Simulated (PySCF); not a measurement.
Tl²⁺ (thallium, charge +2) across methods

[Xe] 4f14 5d9 6s2, 2D determinant (an excited configuration). All numbers are calculated (PySCF 2.14, scalar relativity through the core potential, in aug-cc-pVTZ-PP with ECP60MDF (6s5p4d2f, 55 functions)).

```tsv
method	E (hartree)	mean ε 5d β (eV)	mean ε 6s α (eV)	mean ε 6s β (eV)	Σ⟨r²⟩ (bohr²)	⟨S²⟩
r2SCAN0	-171.2345	-38.415	-28.039	-27.632	38.64	0.751
PBE	-171.2581	-35.838	-26.893	-26.528	38.75	0.750
PW91	-171.3249	-35.918	-26.981	-26.621	38.74	0.750
LC-wPBE	-171.2469	-40.693	-30.407	-30.037	38.62	0.750
PBE0	-171.2209	-37.991	-27.835	-27.436	38.72	0.750
UHF	-170.29754	-43.306	-29.644	-29.095	39.03	0.751
r2SCAN	-171.2926	-36.441	-27.084	-26.700	38.61	0.751
LDA	-170.9646	-35.901	-27.310	-26.980	38.84	0.750
wB97M-V	-171.1476	-40.520	-29.977	-29.577	38.79	0.750
```

Energies and moments cover only the electrons outside the core potential. Spin-orbit coupling, absent here, splits the open shell strongly.
